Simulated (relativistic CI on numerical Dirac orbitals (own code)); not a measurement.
**Slater and spin-orbit integrals, Au¹²⁺**

Calculated at this level of theory: Dirac-Coulomb-Breit CI, orbitals from a KLI potential per configuration, model QED, unscaled Slater integrals (own radial code, finite nucleus).

Slater integrals F^k, G^k are unscaled and averaged over j, outside the closed core [Kr] 4d10; ζ comes from projecting the Hamiltonian with its Breit term on Σ l·s of the shell.

- 4f14 5s2 5p5: ζ(5p) = 107810 cm⁻¹; <r>(5p) = 0.9726, <r^2>(5p) = 1.057 (bohr units).
- 4f13 5s2 5p6: ζ(4f) = 8509.3 cm⁻¹; <r>(4f) = 0.4798, <r^2>(4f) = 0.2743 (bohr units).
- 4f14 5s2 5p4 5d: F^2(5p,5p) = 110160, ζ(5p) = 108570, F^2(5p,5d) = 98258, G^1(5p,5d) = 120840, G^3(5p,5d) = 76756, ζ(5d) = 9939.5 cm⁻¹; <r>(5p) = 0.9708, <r^2>(5p) = 1.053, <r>(5d) = 1.132, <r^2>(5d) = 1.436 (bohr units).

In this model ζ of a weakly bound d, f or g electron outside closed shells comes out too small, for d by up to a factor of two or three and at times with the wrong sign; that of an outer p electron is too small as well.

Averages of the first 10 configurations, taken without configuration mixing, which lowers the lowest level and can move excited configurations by several eV; other configurations of the list can lie among them:

```tsv
Configuration	Parity	States	Average energy above the lowest level (eV)
4f14 5s2 5p5	odd	6	7.5
4f14 5s 5p6	even	2	66.4
4f13 5s2 5p6	odd	14	47.9
4f14 5s2 5p4 5d	even	150	76.5
4f14 5s 5p5 5d	odd	120	133.5
4f14 5s2 5p4 5f	odd	210	144.5
4f13 5s2 5p5 5d	even	840	117.6
4f14 5s2 5p4 5g	even	270	188.1
4f14 5s2 5p4 6s	even	30	118.6
4f14 5s 5p5 5f	even	168	202.1
```
